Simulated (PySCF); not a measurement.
Vertical excitations of a molecule C2H6N, multiplicity 2 from TDA-PBE/def2-SVPD (PySCF), as energy in eV (oscillator strength): 3.04 (0.005), 4.73 (0.013), 5.51 (0.014), 5.59 (0.001), 5.79 (0.020), 5.82 (0.006), 6.34 (0.001), 6.40 (0.004), 6.47 (0.019), 6.51 (0.007). Geometry optimised at PBE0-D3(BJ)/def2-TZVP. Other conformers were not sampled.

### Question
Pick the molecule that these values belong to.
A) [CH2]CN
B) C[CH]N
C) C[N]C
D) [CH2]NC

### Answer
A, [CH2]CN
